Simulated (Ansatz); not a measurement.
Ansatz (a program for electronic structure) job for ClH9O3Si4, SMILES [SiH3]O[Si](Cl)(O[SiH3])O[SiH3], PBE-D3(BJ)/def2-SVP. 

Ansatz 0.2 input:
```yaml
crystal:
  periodic: [false, false, false]
  atoms:
    - {symbol: Si, position_ang: [0.27225254, 3.11726232, -0.49116147]}
    - {symbol: O, position_ang: [-0.45484797, 1.61406755, -0.49008523]}
    - {symbol: Si, position_ang: [-0.11265441, 0.07747578, -0.08182698]}
    - {symbol: Cl, position_ang: [0.31979437, -1.00219809, -1.78289537]}
    - {symbol: O, position_ang: [-1.39037943, -0.61940506, 0.64509812]}
    - {symbol: Si, position_ang: [-2.62775409, -1.70632205, 0.37407554]}
    - {symbol: O, position_ang: [1.19496322, 0.06493757, 0.89364463]}
    - {symbol: Si, position_ang: [2.40036431, -0.94288747, 1.45666554]}
    - {symbol: H, position_ang: [0.36914116, 3.63603723, 0.90315696]}
    - {symbol: H, position_ang: [-0.57712993, 4.02268308, -1.31120840]}
    - {symbol: H, position_ang: [1.63795652, 3.02445898, -1.08500334]}
    - {symbol: H, position_ang: [-3.33294718, -1.37715794, -0.89784182]}
    - {symbol: H, position_ang: [-2.07544691, -3.08926884, 0.29734165]}
    - {symbol: H, position_ang: [-3.56941090, -1.60086359, 1.52123732]}
    - {symbol: H, position_ang: [2.88797068, -0.38508387, 2.74714732]}
    - {symbol: H, position_ang: [3.51553337, -0.99013004, 0.46918947]}
    - {symbol: H, position_ang: [1.85902571, -2.31750774, 1.66740475]}
basis:
  gaussian:
    orbitals: def2-SVP
hamiltonian:
  xc: pbe
  dispersion: d3bj
relax: {f_tol: 0.002, max_steps: 200}
```

Program output:

```
WARN ansatz: RAYON_NUM_THREADS=2 ignored (pool sized by the plan → 2); use --threads N
Functional definition: PBE
integrals: 0.17 GiB planned
1930 factors; their error is unknown
mean field: 0.78 GiB planned
mean field evaluation 1: about -50267.2777 eV, gradient 9.0e1 eV
mean field evaluation 2: about -50205.7143 eV, gradient 2.0e2 eV
mean field evaluation 4: about -50281.2504 eV, gradient 1.0e1 eV
mean field evaluation 8: about -50281.5396 eV, gradient 2.5e-1 eV
mean field evaluation 16: about -50281.3927 eV, gradient 2.4e-4 eV
mean field -50281.39274262 eV, -1847.8071013393 hartree, gradient 5.9e-5 eV, S^2 0.000000; 0 other end points of the search recorded, 0 dependent functions left out
the calculation of the forces begins
reference -50281.39279732 eV, -1847.8071033494 hartree; 53, 53 occupied and 124, 124 virtual orbitals, 1930 factors
relax step   1: F+E_penalty+E_count = -50281.89261287 eV  Δ(F+E_penalty+E_count) = +0.000e0 eV  max|allowed force component| = 3.751e-1 eV/Å  Δτ_max = 0.0000 Å  (28 SCF iters, accepted)
these checks for a lower state are left out or cut short: starts, cluster_reference, orbital_swaps, neighbouring_geometries, increment
integrals: 0.17 GiB planned
1930 factors; their error is unknown
mean field: 0.77 GiB planned
mean field -50281.42545924 eV, -1847.8083036526 hartree, gradient 1.9e-5 eV, S^2 0.000000; 0 other end points of the search recorded, 0 dependent functions left out
the calculation of the forces begins
reference -50281.42551410 eV, -1847.8083056688 hartree; 53, 53 occupied and 124, 124 virtual orbitals, 1930 factors
relax step   2: F+E_penalty+E_count = -50281.92152788 eV  Δ(F+E_penalty+E_count) = -2.892e-2 eV  max|allowed force component| = 2.776e-1 eV/Å  Δτ_max = 0.0228 Å  (30 SCF iters, accepted)
these checks for a lower state are left out or cut short: starts, cluster_reference, orbital_swaps, neighbouring_geometries, increment
integrals: 0.17 GiB planned
1930 factors; their error is unknown
mean field: 0.77 GiB planned
mean field evaluation 32: about -50281.4356 eV, gradient 1.9e-5 eV
mean field -50281.43563642 eV, -1847.8086776574 hartree, gradient 1.9e-5 eV, S^2 0.000000; 0 other end points of the search recorded, 0 dependent functions left out
the calculation of the forces begins
reference -50281.43569142 eV, -1847.8086796785 hartree; 53, 53 occupied and 124, 124 virtual orbitals, 1930 factors
relax step   3: F+E_penalty+E_count = -50281.92927416 eV  Δ(F+E_penalty+E_count) = -7.746e-3 eV  max|allowed force component| = 7.049e-2 eV/Å  Δτ_max = 0.0145 Å  (31 SCF iters, accepted)
these checks for a lower state are left out or cut short: starts, cluster_reference, orbital_swaps, neighbouring_geometries, increment
integrals: 0.17 GiB planned
1930 factors; their error is unknown
mean field: 0.77 GiB planned
mean field -50281.43613104 eV, -1847.8086958341 hartree, gradient 8.7e-6 eV, S^2 0.000000; 0 other end points of the search recorded, 0 dependent functions left out
the calculation of the forces begins
reference -50281.43618601 eV, -1847.8086978544 hartree; 53, 53 occupied and 124, 124 virtual orbitals, 1930 factors
relax step   4: F+E_penalty+E_count = -50281.92994534 eV  Δ(F+E_penalty+E_count) = -6.712e-4 eV  max|allowed force component| = 3.647e-2 eV/Å  Δτ_max = 0.0042 Å  (24 SCF iters, accepted)
these checks for a lower state are left out or cut short: starts, cluster_reference, orbital_swaps, neighbouring_geometries, increment
integrals: 0.17 GiB planned
1930 factors; their error is unknown
mean field: 0.77 GiB planned
mean field -50281.43603245 eV, -1847.8086922111 hartree, gradient 1.9e-5 eV, S^2 0.000000; 0 other end points of the search recorded, 0 dependent functions left out
the calculation of the forces begins
reference -50281.43608731 eV, -1847.8086942271 hartree; 53, 53 occupied and 124, 124 virtual orbitals, 1930 factors
relax step   5: F+E_penalty+E_count = -50281.93150960 eV  Δ(F+E_penalty+E_count) = -1.564e-3 eV  max|allowed force component| = 6.247e-2 eV/Å  Δτ_max = 0.0192 Å  (30 SCF iters, accepted)
these checks for a lower state are left out or cut short: starts, cluster_reference, orbital_swaps, neighbouring_geometries, increment
integrals: 0.17 GiB planned
1930 factors; their error is unknown
mean field: 0.78 GiB planned
mean field -50281.43430778 eV, -1847.8086288307 hartree, gradient 1.9e-5 eV, S^2 0.000000; 0 other end points of the search recorded, 0 dependent functions left out
the calculation of the forces begins
reference -50281.43436244 eV, -1847.8086308394 hartree; 53, 53 occupied and 124, 124 virtual orbitals, 1930 factors
[...]
the calculation of the forces begins
reference -50281.43142856 eV, -1847.8085230212 hartree; 53, 53 occupied and 124, 124 virtual orbitals, 1930 factors
relax step  15: F+E_penalty+E_count = -50281.93427671 eV  Δ(F+E_penalty+E_count) = -2.036e-5 eV  max|allowed force component| = 8.543e-3 eV/Å  Δτ_max = 0.0145 Å  (31 SCF iters, accepted)
these checks for a lower state are left out or cut short: starts, cluster_reference, orbital_swaps, neighbouring_geometries, increment
integrals: 0.17 GiB planned
1930 factors; their error is unknown
mean field: 0.78 GiB planned
mean field -50281.43118538 eV, -1847.8085140845 hartree, gradient 1.9e-5 eV, S^2 0.000000; 0 other end points of the search recorded, 0 dependent functions left out
the calculation of the forces begins
reference -50281.43123969 eV, -1847.8085160804 hartree; 53, 53 occupied and 124, 124 virtual orbitals, 1930 factors
relax step  16: F+E_penalty+E_count = -50281.93429558 eV  Δ(F+E_penalty+E_count) = -1.886e-5 eV  max|allowed force component| = 6.603e-3 eV/Å  Δτ_max = 0.0196 Å  (30 SCF iters, accepted)
these checks for a lower state are left out or cut short: starts, cluster_reference, orbital_swaps, neighbouring_geometries, increment
integrals: 0.17 GiB planned
1930 factors; their error is unknown
mean field: 0.78 GiB planned
mean field -50281.43118961 eV, -1847.8085142400 hartree, gradient 1.1e-5 eV, S^2 0.000000; 0 other end points of the search recorded, 0 dependent functions left out
the calculation of the forces begins
reference -50281.43124391 eV, -1847.8085162356 hartree; 53, 53 occupied and 124, 124 virtual orbitals, 1930 factors
relax step  17: F+E_penalty+E_count = -50281.93430265 eV  Δ(F+E_penalty+E_count) = -7.077e-6 eV  max|allowed force component| = 4.558e-3 eV/Å  Δτ_max = 0.0085 Å  (24 SCF iters, accepted)
these checks for a lower state are left out or cut short: starts, cluster_reference, orbital_swaps, neighbouring_geometries, increment
integrals: 0.17 GiB planned
1930 factors; their error is unknown
mean field: 0.78 GiB planned
mean field evaluation 128: about -50281.4312 eV, gradient 8.9e-2 eV
mean field -50281.43127668 eV, -1847.8085174399 hartree, gradient 2.0e-5 eV, S^2 0.000000; 0 other end points of the search recorded, 0 dependent functions left out
the calculation of the forces begins
reference -50281.43133098 eV, -1847.8085194354 hartree; 53, 53 occupied and 124, 124 virtual orbitals, 1930 factors
relax step  18: F+E_penalty+E_count = -50281.93431190 eV  Δ(F+E_penalty+E_count) = -9.244e-6 eV  max|allowed force component| = 6.238e-3 eV/Å  Δτ_max = 0.0032 Å  (23 SCF iters, accepted)
these checks for a lower state are left out or cut short: starts, cluster_reference, orbital_swaps, neighbouring_geometries, increment
integrals: 0.17 GiB planned
1930 factors; their error is unknown
mean field: 0.78 GiB planned
mean field -50281.43136758 eV, -1847.8085207804 hartree, gradient 1.9e-5 eV, S^2 0.000000; 0 other end points of the search recorded, 0 dependent functions left out
the calculation of the forces begins
reference -50281.43142188 eV, -1847.8085227759 hartree; 53, 53 occupied and 124, 124 virtual orbitals, 1930 factors
relax step  19: F+E_penalty+E_count = -50281.93431968 eV  Δ(F+E_penalty+E_count) = -7.781e-6 eV  max|allowed force component| = 5.499e-3 eV/Å  Δτ_max = 0.0051 Å  (23 SCF iters, accepted)
these checks for a lower state are left out or cut short: starts, cluster_reference, orbital_swaps, neighbouring_geometries, increment
integrals: 0.17 GiB planned
1930 factors; their error is unknown
mean field: 0.78 GiB planned
mean field -50281.43143264 eV, -1847.8085231712 hartree, gradient 2.4e-5 eV, S^2 0.000000; 0 other end points of the search recorded, 0 dependent functions left out
the calculation of the forces begins
reference -50281.43148694 eV, -1847.8085251665 hartree; 53, 53 occupied and 124, 124 virtual orbitals, 1930 factors
relax step  20: F+E_penalty+E_count = -50281.93432413 eV  Δ(F+E_penalty+E_count) = -4.452e-6 eV  max|allowed force component| = 6.363e-3 eV/Å  Δτ_max = 0.0065 Å  (23 SCF iters, accepted)
these checks for a lower state are left out or cut short: starts, cluster_reference, orbital_swaps, neighbouring_geometries, increment
integrals: 0.17 GiB planned
1930 factors; their error is unknown
mean field: 0.78 GiB planned
mean field -50281.43149414 eV, -1847.8085254312 hartree, gradient 1.1e-5 eV, S^2 0.000000; 0 other end points of the search recorded, 0 dependent functions left out
the calculation of the forces begins
reference -50281.43154842 eV, -1847.8085274262 hartree; 53, 53 occupied and 124, 124 virtual orbitals, 1930 factors
relax step  21: F+E_penalty+E_count = -50281.93432789 eV  Δ(F+E_penalty+E_count) = -3.762e-6 eV  max|allowed force component| = 3.821e-3 eV/Å  Δτ_max = 0.0084 Å  (24 SCF iters, accepted)
these checks for a lower state are left out or cut short: starts, cluster_reference, orbital_swaps, neighbouring_geometries, increment
integrals: 0.17 GiB planned
1930 factors; their error is unknown
mean field: 0.78 GiB planned
mean field -50281.43150958 eV, -1847.8085259988 hartree, gradient 2.4e-5 eV, S^2 0.000000; 0 other end points of the search recorded, 0 dependent functions left out
the calculation of the forces begins
reference -50281.43156387 eV, -1847.8085279937 hartree; 53, 53 occupied and 124, 124 virtual orbitals, 1930 factors
relax step  22: F+E_penalty+E_count = -50281.93432974 eV  Δ(F+E_penalty+E_count) = -1.845e-6 eV  max|allowed force component| = 1.907e-3 eV/Å  Δτ_max = 0.0032 Å  (23 SCF iters, accepted)
integrals: 0.17 GiB planned
1930 factors; their error is unknown
mean field: 0.78 GiB planned
mean field evaluation 160: about -50201.4224 eV, gradient 2.0e2 eV
mean field -50281.43150958 eV, -1847.8085259988 hartree, gradient 2.4e-5 eV, S^2 0.000000; 1 other end points of the search recorded, 0 dependent functions left out
the calculation of the forces begins
reference -50281.43156387 eV, -1847.8085279937 hartree; 53, 53 occupied and 124, 124 virtual orbitals, 1930 factors
Total energy: -50281.93438402 eV, -1847.8270062935 hartree
Atom 0 at     0.321044     3.122058    -0.484094 Å, force    -0.000213     0.000674    -0.000240 eV/Å
Atom 1 at    -0.513918     1.654795    -0.495063 Å, force    -0.000455    -0.001173    -0.000487 eV/Å
Atom 2 at    -0.166893     0.112438    -0.044970 Å, force    -0.000492    -0.000098    -0.000696 eV/Å
Atom 3 at     0.293645    -1.022678    -1.723310 Å, force     0.000146    -0.000545    -0.000441 eV/Å
Atom 4 at    -1.468452    -0.566620     0.695006 Å, force     0.000090     0.001225     0.000701 eV/Å
Atom 5 at    -2.625393    -1.750566     0.369860 Å, force    -0.000893    -0.001341    -0.000590 eV/Å
Atom 6 at     1.141947     0.137872     0.959568 Å, force     0.000240     0.001907     0.001188 eV/Å
Atom 7 at     2.374416    -0.914618     1.428209 Å, force     0.000077    -0.000938    -0.000336 eV/Å
Atom 8 at     0.426418     3.646830     0.919037 Å, force     0.000296     0.000226     0.000185 eV/Å
Atom 9 at    -0.465994     4.077376    -1.329011 Å, force     0.000127     0.000139     0.000159 eV/Å
Atom 10 at     1.697986     2.942916    -1.060253 Å, force     0.000267     0.000246     0.000086 eV/Å
Atom 11 at    -3.301117    -1.478514    -0.943813 Å, force     0.000052     0.000148     0.000286 eV/Å
Atom 12 at    -1.978650    -3.106135     0.334183 Å, force     0.000377    -0.000278    -0.000096 eV/Å
Atom 13 at    -3.625872    -1.693287     1.484069 Å, force    -0.000175     0.000267     0.000122 eV/Å
Atom 14 at     2.949016    -0.377819     2.703969 Å, force     0.000350     0.000044     0.000300 eV/Å
Atom 15 at     3.436431    -0.963401     0.367897 Å, force     0.000090    -0.000195     0.000099 eV/Å
Atom 16 at     1.821817    -2.294550     1.653656 Å, force     0.000117    -0.000307    -0.000240 eV/Å
Dipole moment:     0.081245    -0.026148     0.114405 e Å
```

The calculation finished and met its thresholds.

Cost: roughly 2.7 core-minutes.
